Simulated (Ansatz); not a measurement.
Input file for Ansatz (an electronic-structure program): U-PBE0/def2-TZVPP on Cs2+, 2S+1 = 4, a spin state set in the input, which need not be the lowest. Charge +1. Elements past Kr take the def2 small-core potentials; no spin–orbit coupling.

Ansatz 0.2 input:
```yaml
crystal:
  periodic: [false, false, false]
  atoms:
    - {symbol: Cs, position_ang: [0.00000000, 0.00000000, 0.00000000]}
    - {symbol: Cs, position_ang: [0.00000000, 0.00000000, 5.15000000]}
basis:
  gaussian:
    orbitals: def2-TZVPP
hamiltonian:
  xc: {name: PBE0}
total_charge: 1
magnetization: {spin_polarized: true, initial_magnetization: 3}
relax: {f_tol: 0.002, max_steps: 120}
```

Program output:

```
WARN ansatz: RAYON_NUM_THREADS=1 ignored (pool sized by the plan → 1); use --threads N
Functional definition: PBE0
integrals: 0.02 GiB planned
480 factors; their error is unknown
mean field: 0.24 GiB planned
mean field evaluation 1: about -1078.9768 eV, gradient 5.0e0 eV
mean field evaluation 2: about -1079.1489 eV, gradient 2.2e0 eV
mean field evaluation 4: about -1079.1910 eV, gradient 1.2e-1 eV
mean field evaluation 8: about -1079.2283 eV, gradient 2.2e-1 eV
mean field evaluation 16: about -1079.2292 eV, gradient 1.0e-4 eV
mean field evaluation 32: about -1079.0172 eV, gradient 4.4e0 eV
mean field evaluation 64: about -1079.4307 eV, gradient 1.5e-7 eV
mean field evaluation 96: about -1079.3025 eV, gradient 9.1e-2 eV
mean field evaluation 128: about -1079.2998 eV, gradient 5.2e-4 eV
mean field evaluation 160: about -1078.9175 eV, gradient 2.5e0 eV
mean field evaluation 192: about -1079.3107 eV, gradient 1.3e-1 eV
mean field evaluation 224: about -1079.0228 eV, gradient 3.7e-1 eV
mean field evaluation 256: about -1079.3316 eV, gradient 1.0e0 eV
mean field evaluation 288: about -1078.7882 eV, gradient 1.7e-1 eV
mean field evaluation 320: about -1078.7388 eV, gradient 4.4e-1 eV
mean field evaluation 352: about -1078.6388 eV, gradient 3.2e-1 eV
mean field evaluation 384: about -1079.4205 eV, gradient 6.9e-1 eV
mean field evaluation 416: about -1079.3285 eV, gradient 3.6e-1 eV
mean field -1079.43065319 eV, -39.6683448404 hartree, gradient 2.1e-8 eV, S^2 3.752344; 38 other end points of the search recorded, 0 dependent functions left out
the calculation of the forces begins
reference -1079.43074207 eV, -39.6683481067 hartree; 10, 7 occupied and 62, 65 virtual orbitals, 480 factors
relax step   1: F+E_penalty+E_count = -1079.43065319 eV  Δ(F+E_penalty+E_count) = +0.000e0 eV  max|allowed force component| = 2.395e-2 eV/Å  Δτ_max = 0.0000 Å  (1911 SCF iters, accepted)
these checks for a lower state are left out or cut short: starts, cluster_reference, orbital_swaps, neighbouring_geometries, increment
integrals: 0.02 GiB planned
480 factors; their error is unknown
mean field: 0.24 GiB planned
mean field evaluation 448: about -1079.4307 eV, gradient 1.0e-5 eV
mean field -1079.43073613 eV, -39.6683478882 hartree, gradient 4.0e-8 eV, S^2 3.752342; 1 other end points of the search recorded, 0 dependent functions left out
the calculation of the forces begins
reference -1079.43082500 eV, -39.6683511544 hartree; 10, 7 occupied and 62, 65 virtual orbitals, 480 factors
relax step   2: F+E_penalty+E_count = -1079.43073613 eV  Δ(F+E_penalty+E_count) = -8.293e-5 eV  max|allowed force component| = 2.337e-2 eV/Å  Δτ_max = 0.0018 Å  (161 SCF iters, accepted)
these checks for a lower state are left out or cut short: starts, cluster_reference, orbital_swaps, neighbouring_geometries, increment
integrals: 0.02 GiB planned
480 factors; their error is unknown
mean field: 0.24 GiB planned
mean field evaluation 480: about -1079.4323 eV, gradient 4.5e-7 eV
mean field -1079.43228398 eV, -39.6684047706 hartree, gradient 3.5e-9 eV, S^2 3.752280; 1 other end points of the search recorded, 0 dependent functions left out
the calculation of the forces begins
reference -1079.43237293 eV, -39.6684080397 hartree; 10, 7 occupied and 62, 65 virtual orbitals, 480 factors
relax step   3: F+E_penalty+E_count = -1079.43228398 eV  Δ(F+E_penalty+E_count) = -1.548e-3 eV  max|allowed force component| = 2.347e-3 eV/Å  Δτ_max = 0.0597 Å  (216 SCF iters, accepted)
these checks for a lower state are left out or cut short: starts, cluster_reference, orbital_swaps, neighbouring_geometries, increment
integrals: 0.02 GiB planned
480 factors; their error is unknown
mean field: 0.24 GiB planned
mean field evaluation 512: about -1079.4330 eV, gradient 9.2e-3 eV
mean field -1079.43229939 eV, -39.6684053373 hartree, gradient 5.1e-10 eV, S^2 3.752272; 1 other end points of the search recorded, 0 dependent functions left out
the calculation of the forces begins
reference -1079.43238838 eV, -39.6684086073 hartree; 10, 7 occupied and 62, 65 virtual orbitals, 480 factors
relax step   4: F+E_penalty+E_count = -1079.43229939 eV  Δ(F+E_penalty+E_count) = -1.542e-5 eV  max|allowed force component| = 3.241e-5 eV/Å  Δτ_max = 0.0067 Å  (225 SCF iters, accepted)
integrals: 0.02 GiB planned
480 factors; their error is unknown
mean field: 0.24 GiB planned
mean field evaluation 544: about -1079.2528 eV, gradient 3.4e-4 eV
mean field evaluation 576: about -1079.2894 eV, gradient 1.4e-3 eV
mean field evaluation 608: about -1079.3210 eV, gradient 3.5e-2 eV
mean field evaluation 640: about -1078.8116 eV, gradient 4.3e-2 eV
mean field evaluation 672: about -1078.9112 eV, gradient 4.5e-4 eV
mean field evaluation 704: about -1079.3553 eV, gradient 1.2e0 eV
mean field evaluation 736: about -1079.4319 eV, gradient 3.4e-2 eV
mean field evaluation 768: about -1078.7833 eV, gradient 3.5e-1 eV
mean field evaluation 800: about -1078.9877 eV, gradient 8.7e-1 eV
mean field evaluation 832: about -1079.3716 eV, gradient 8.5e-1 eV
mean field evaluation 864: about -1072.4726 eV, gradient 1.6e1 eV
mean field evaluation 896: about -1078.9382 eV, gradient 1.2e0 eV
mean field -1079.43229939 eV, -39.6684053373 hartree, gradient 5.1e-10 eV, S^2 3.752272; 39 other end points of the search recorded, 0 dependent functions left out
the calculation of the forces begins
reference -1079.43238838 eV, -39.6684086073 hartree; 10, 7 occupied and 62, 65 virtual orbitals, 480 factors
Total energy: -1079.43238838 eV, -39.6684086073 hartree
Atom 0 at     0.000000    -0.000000    -0.068110 Å, force     0.000000    -0.000000     0.000032 eV/Å
Atom 1 at    -0.000000     0.000000     5.218110 Å, force    -0.000000     0.000000    -0.000032 eV/Å
Dipole moment:    -0.000000     0.013344    -0.461018 e Å
```

The calculation finished and met its thresholds.

Cost: about 5 core-minutes (a rough figure).
